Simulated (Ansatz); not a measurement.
The cluster Zn2Se⁻. The state is a doublet with charge -1. Geometry PBE0-D4/def2-TZVP, that of the neutral singlet; atoms count from 1.

```xyz
3

Zn   -2.315   -0.049    0.362
Zn    2.313    0.055   -0.376
Se    0.002   -0.006    0.013
```

The structure comes from a short search, and lower isomers may exist.

(1) Estimate the Mulliken populations from the PBE0/def2-TZVPD orbitals of Ansatz.

(2) Where does the spin sit?

(3) And the Mayer bond orders between bonded heavy atoms (over 0.3)?

Results:

(1) 
| atom | charge (e) | spin (α − β) | d electrons |
| --- | --- | --- | --- |
| Zn1 | -0.44 | 0.35 | 10.02 |
| Zn2 | -0.44 | 0.35 | 10.02 |
| Se3 | -0.11 | 0.30 | – |
Mulliken values and Mayer orders depend strongly on the basis. With diffuse functions, as here, like atoms can get unlike values, and bond orders can come out too low or too high.

(2) Summed by element: Zn 0.70, Se 0.30, of 1 unpaired in all. Largest on single atoms: Zn1 0.35, Zn2 0.35, Se3 0.30.

(3) Zn1–Se3 0.86 (2.34 Å); Zn2–Se3 0.86 (2.34 Å). Values over 0.3 also appear between atoms too far apart for a bond (Zn1–Zn2 0.44 at 4.69 Å); they arise where an orbital or an unpaired electron spreads over both atoms.
